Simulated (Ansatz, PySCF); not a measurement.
This Ansatz (a first-principles code) input computes a PBE0/def2-TZVPD energy:

Ansatz 0.2 input:
```yaml
crystal:
  periodic: [false, false, false]
  atoms:
    - {symbol: Cs, position_ang: [-0.00000000, -0.00000000, -2.36930431]}
    - {symbol: Cs, position_ang: [0.00000000, 0.00000000, 2.36930431]}
basis:
  gaussian:
    orbitals: def2-TZVPD
hamiltonian:
  xc: {name: PBE0}
output: {forces: true}
```

Question: Write an input for the same energy in PySCF and say what it gives.

Answer: 
```python
from pyscf import gto, scf, dft

mol = gto.M(
    atom='''
    Cs   -0.00000000   -0.00000000   -2.36930431
    Cs    0.00000000    0.00000000    2.36930431
    ''',
    basis='def2-tzvpd',
    ecp='def2-tzvp',
    charge=0,
    spin=0,
    verbose=4,
)

mf = dft.RKS(mol, xc='pbe0').density_fit(auxbasis='def2-universal-jkfit')
mf.grids.level = 3
mf.conv_tol = 1e-9
mf.max_cycle = 100
mf.max_memory = 1500
mf.kernel()
if not mf.converged:
    mf = mf.newton()
    mf.kernel(mf.make_rdm1())
mf.analyze()
```
It gives -40.29525 Eh, and Ansatz -40.29525 Eh, a difference of 0.00 mEh.
